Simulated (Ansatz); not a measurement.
One change: `OCC#CF` becomes `BCC#CF`.

Ansatz, PBE0-D4/def2-TZVP geometries, multiplicity 1. Each molecule was computed in one conformer, which needn't be the lowest.

```tsv
property	`OCC#CF`
size of the dipole moment (ωB97M-V/def2-TZVPP) / D	1.17
HOMO–LUMO gap (PBE0/def2-TZVPP) / eV	8.44
LUMO energy (PBE0/def2-TZVPP) / eV	0.63
HOMO–LUMO gap (B3LYP/def2-TZVPP) / eV	7.88
HOMO energy (PBE/def2-TZVPP) / eV	-6.38
size of the dipole moment (PBE/def2-TZVPP) / D	1.14
```

Q: What does the change do to each property? (Estimate.)

A: Ansatz gave: 
```csv
property,`BCC#CF`,shift
size of the dipole moment (ωB97M-V/def2-TZVPP) / D,1.26,0.09
HOMO–LUMO gap (PBE0/def2-TZVPP) / eV,5.87,-2.57
LUMO energy (PBE0/def2-TZVPP) / eV,-1.61,-2.24
HOMO–LUMO gap (B3LYP/def2-TZVPP) / eV,5.39,-2.49
HOMO energy (PBE/def2-TZVPP) / eV,-6.18,0.20
size of the dipole moment (PBE/def2-TZVPP) / D,1.12,-0.02
```

With PBE0 the HOMO rises by 0.33 eV and the LUMO falls by 2.24 eV, so the gap narrows by about 2.57 eV. PBE moves the HOMO by 0.20 eV and ωB97M-V by 0.36 eV. The zero-point energy changes by 11.3 kJ/mol with +3 modes. Dipoles are sizes alone; their direction can turn.

B3LYP here is the variant with VWN-RPA as its local correlation; programs differ in this.
